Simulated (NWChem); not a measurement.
System: C₄H₅FO; SMILES C=C(F)CC=O

Here is an NWChem input.

```
start job
memory heap 200 mb stack 700 mb global 900 mb
geometry units angstroms noautoz
  C     -1.151272    -1.745303     0.293188
  C     -0.130777    -0.979717    -0.079447
  F      1.130081    -1.373351     0.152484
  C     -0.177091     0.354454    -0.742786
  C      0.403938     1.463813     0.111991
  O     -0.049913     2.572561     0.158555
  H     -2.175274    -1.418714     0.113699
  H     -0.973962    -2.707537     0.776098
  H     -1.197728     0.630823    -1.037788
  H      0.443911     0.308925    -1.658023
  H      1.314925     1.179402     0.697759
end
basis spherical
  * library 6-31g*
end
dft
  xc b3lyp
  iterations 150
  vectors input atomic output neutral.movecs
end
task dft energy
charge 1
dft
  odft
  mult 2
  vectors input atomic output cation.movecs
end
task dft energy
```

Coordinates come from a PBE0/def2-SVP optimisation.

Ions are spin-unrestricted doublets at the neutral geometry; other ion states weren't tried.

Problem. What results follow from this input? (B3LYP/6-31G* (spherical d), vertical spin-unrestricted ions.) Quantities: vertical ionisation energy, ΔSCF (eV); −ε(HOMO) (eV).

Solution. 
```json
{
 "vertical ionisation energy, ΔSCF (eV)": "9.15",
 "−ε(HOMO) (eV)": "6.80"
}
```
